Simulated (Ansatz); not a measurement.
Computed with Ansatz on PBE0-D4/def2-TZVP structures; ΔE is electronic, products minus reactants. CBS: MP2 limit from def2 TZ/QZ plus the TZ coupled-cluster correction, frozen cores. This one scheme is used for every species. Each species was taken in one conformer, which may not be the lowest.

Consider the ligand exchange at the Si–C bond: `N[SiH2]C=O` + `C=CS` → `C=CS[SiH2]N` + `C=O`.

| species | MP2/def2-TZVPP energy (Eh) |
| --- | --- |
| `N[SiH2]C=O` | -459.83641 |
| `C=CS` | -476.11374 |
| `C=CS[SiH2]N` | -821.67402 |
| `C=O` | -114.31056 |

Problem. Work out ΔE.

Solution. ΔE = (-821.67402) + (-114.31056) − (-459.83641) − (-476.11374) = -0.03443 Eh = -21.6 kcal/mol. CCSD(T)/CBS gives -19.9 kcal/mol.

Largest T1 diagnostic among the species: 0.015.

In def2-TZVPP, CCSD(T) changes the Hartree–Fock value by −0.8 kcal/mol (the triples alone add −0.4 kcal/mol) and MP2 by −2.6 kcal/mol. The D4 term adds −1.4 kcal/mol with B3LYP and −0.8 kcal/mol with PBE0; it sums over pairs of atoms, weighted by their polarisabilities, and B3LYP, whose exchange is more repulsive, gets the larger term.

B3LYP here is the variant with VWN-RPA as its local correlation; programs differ in this.
